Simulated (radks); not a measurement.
Task: Bi8+, 75 electrons, occupied as [Xe] 4f14 5d7 (the NIST ground configuration). All-electron calculation, Dirac Kohn-Sham, BLYP, spin-unpolarised, spherical densities, point nucleus; open shells fill j = l - 1/2 first. Program: a radial shooting solver on a logarithmic mesh with Libxc functionals. Some entries of the table are withheld. Estimate them.

orbital  occ.  eigenvalue (eV)  <r^2> (bohr^2)
1s1/2       2        -90650.37       0.0003459
2s1/2       2        -16370.34             (1)
2p1/2       2        -15731.35        0.003642
2p3/2       4        -13410.45        0.004822
3s1/2       2        -4040.426             (2)
3p1/2       2        -3752.192         0.03048
3p3/2       4        -3232.461         0.03680
3d3/2       4        -2761.103         0.02801
3d5/2       6        -2650.930         0.02972
4s1/2       2        -1017.479          0.1604
4p1/2       2              (3)          0.1624
4p3/2       4              (4)          0.1931
4d3/2       4        -560.4966          0.1996
4d5/2       6        -536.5503          0.2101
4f5/2       6        -272.3425          0.2269
5s1/2       2        -271.5654          0.7537
4f7/2       8        -266.8196          0.2331
5p1/2       2        -227.3760          0.8459
5p3/2       4        -201.3089           1.006
5d3/2       4        -137.1569           1.373
5d5/2       3        -133.4488           1.441
6s1/2       0        -105.5404           3.264
6p1/2       0              (5)           3.851
6p3/2       0              (6)           4.397

Result: 
(1) 2s1/2 <r^2> (bohr^2): 0.005184
(2) 3s1/2 <r^2> (bohr^2): 0.03358
(3) 4p1/2 eigenvalue (eV): -892.2127
(4) 4p3/2 eigenvalue (eV): -763.9785
(5) 6p1/2 eigenvalue (eV): -91.5611
(6) 6p3/2 eigenvalue (eV): -85.4328
